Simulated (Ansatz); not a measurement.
`[CH3][GeH]([Cl])[SeH]`. The species carries charge 0 and has multiplicity 1.

```xyz
9

C    -0.191   -1.217    0.208
Ge   -0.214    0.545   -0.602
Cl   -2.009    1.525    0.108
Se    1.681    1.808   -0.041
H     0.686   -1.767   -0.135
H    -0.154   -1.117    1.293
H    -1.097   -1.756   -0.071
H    -0.291    0.556   -2.135
H     1.589    1.424    1.374
```

Q: What are the harmonic wavenumbers in cm⁻¹ at PBE0-D4/def2-TZVP (Ansatz, finite differences of forces, unscaled)? (Estimate.)

A: The calculation gave: 109, 134, 142, 159, 170, 290, 410, 576, 617, 674, 745, 818, 855, 1263, 1445, 1449, 2167, 2443, 3067, 3166, 3169.

Q: Is this a minimum?

A: Yes, all 21 modes are real.

Q: Give the ideal-gas thermochemistry at 298.15 K and 1 bar (rigid rotor, harmonic oscillator; point group C1, symmetry number 1).

A: Zero-point energy 142.8 kJ/mol; H(298) − E = 165.1 kJ/mol; entropy 372.3 J/(mol·K), of which translation 175.2, rotation 120.6, vibration 76.5; G(298) − E = 54.1 kJ/mol.

Q: Rotational constants (cm⁻¹)?

A: 0.1093, 0.04031, 0.03234.
